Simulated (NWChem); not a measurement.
System: GeP$_{2}$H$_{6}$; SMILES [PH2][GeH2][PH2]

Parts of the log:

```
             Northwest Computational Chemistry Package (NWChem) 7.3.0
             --------------------------------------------------------

 C1  symmetry detected

                             Geometry "geometry" -> ""
                             -------------------------

 Output coordinates in angstroms (scale by  1.889725989 to convert to a.u.)

  No.       Tag          Charge          X              Y              Z
 ---- ---------------- ---------- -------------- -------------- --------------
    1 Ge                  32.0000    -0.62614720    -0.00002964    -0.00014544
    2 P                   15.0000     0.57490195    -1.99804965    -0.00066576
    3 P                   15.0000     0.57484230     1.99811900    -0.00000188
    4 H                    1.0000    -1.52776817    -0.00086132     1.25096671
    5 H                    1.0000    -1.52926310     0.00057844    -1.25015435
    6 H                    1.0000     1.47000008    -1.57517020    -1.03126253
    7 H                    1.0000     1.45369250    -1.58372751     1.04732311
    8 H                    1.0000     1.46295148     1.57895531     1.03809639
    9 H                    1.0000     1.46093389     1.58013375    -1.04030058

 Effective nuclear repulsion energy (a.u.)     336.7519748912

                                 NWChem DFT Module
                                 -----------------

 Summary of "ao basis" -> "ao basis" (spherical)
 ------------------------------------------------------------------------------
       Tag                 Description            Shells   Functions and Types
 ---------------- ------------------------------  ------  ---------------------
 Ge                          6-31g*                 12       32   5s4p3d
 P                           6-31g*                  8       18   4s3p1d
 H                           6-31g*                  2        2   2s

            General Information
            -------------------
          SCF calculation type: DFT
          Wavefunction type:  closed shell.
          No. of atoms     :     9
          No. of electrons :    68
           Alpha electrons :    34
            Beta electrons :    34
          Charge           :     0
          Spin multiplicity:     1
          Use of symmetry is: off; symmetry adaption is: off
          Maximum number of iterations: 150
          AO basis - number of functions:    80
                     number of shells:    40
          Convergence on energy requested:  1.00D-06
          Convergence on density requested:  1.00D-05
          Convergence on gradient requested:  5.00D-04

              XC Information
              --------------
                        M06-L Method XC Functional
                         M06-L Exchange Functional  1.000
                       M06-L Correlation Potential  1.000

             Grid Information
             ----------------
          Grid used for XC integration:  xfine
          Radial quadrature: Mura-Knowles
          Angular quadrature: Lebedev.
          Tag              B.-S. Rad. Rad. Pts. Rad. Cut. Ang. Pts.
          ---              ---------- --------- --------- ---------
          Ge                  1.25      160          10.0      1454
          P                   1.00      125          12.0      1454
          H                   0.35      100          11.0      1202
          Grid pruning is: on
          Number of quadrature shells:  1010
          Spatial weights used:  Erf1

      Superposition of Atomic Density Guess
      -------------------------------------

 Sum of atomic energies:       -2759.27108544

      Non-variational initial energy
      ------------------------------

 Total energy =   -2760.190880
 1-e energy   =   -4511.490755
 2-e energy   =    1414.547900
 HOMO         =      -0.257380
 LUMO         =       0.036740

     ---------------------------------------------
      Total Density - Mulliken Population Analysis
     ---------------------------------------------

    Atom       Charge   Shell Charges
 -----------   ------   -------------------------------------------------------
    1 Ge  32    31.84   2.00  2.00  6.00  2.00  5.99  1.20  1.91  0.16  0.44  6.88  2.97  0.29
    2 P   15    15.28   2.00  2.00  5.98  1.20  2.33  0.57  1.14  0.06
    3 P   15    15.28   2.00  2.00  5.98  1.20  2.33  0.57  1.14  0.06
    4 H    1     0.99   0.46  0.54
    5 H    1     0.99   0.46  0.54
    6 H    1     0.91   0.44  0.47
    7 H    1     0.91   0.44  0.47
    8 H    1     0.91   0.44  0.47
    9 H    1     0.91   0.44  0.47

[...]

                         DFT ENERGY GRADIENTS

    atom               coordinates                        gradient
                 x          y          z           x          y          z
   1 Ge     -1.183247  -0.000056  -0.000275   -0.000127  -0.000005   0.000001
   2 P       1.086407  -3.775766  -0.001258   -0.005578  -0.000206  -0.000063
   3 P       1.086294   3.775897  -0.000004   -0.005567   0.000211  -0.000001
   4 H      -2.887063  -0.001628   2.363984    0.001078  -0.000001  -0.001361
   5 H      -2.889888   0.001093  -2.362449    0.001068  -0.000007   0.001370
   6 H       2.777897  -2.976640  -1.948804    0.002316   0.000825  -0.003282
   7 H       2.747081  -2.992811   1.979154    0.002244   0.000801   0.003341
   8 H       2.764577   2.983793   1.961718    0.002285  -0.000809   0.003287
   9 H       2.760765   2.986020  -1.965883    0.002281  -0.000809  -0.003293
```

Level: M06-L/6-31G* (spherical d). All runs use the structure optimised with PBE0/def2-SVP.

Question: Reconstruct the input file.

Answer: Several could match; the one computed here: the input that was run:
```
start job
memory heap 200 mb stack 900 mb global 1100 mb
geometry units angstroms noautoz
  Ge    -0.649683     0.000414    -0.000367
  P      0.547676    -1.999819     0.001264
  P      0.554991     1.996343     0.000961
  H     -1.553040     0.001552     1.249492
  H     -1.551060     0.002383    -1.251629
  H      1.444983    -1.578844    -1.028191
  H      1.425774    -1.586863     1.050372
  H      1.440883     1.575795     1.040393
  H      1.441753     1.576469    -1.038005
end
basis spherical
  * library 6-31g*
end
dft
  xc m06-l
  grid xfine
  iterations 150
  mulliken
end
task dft gradient
```
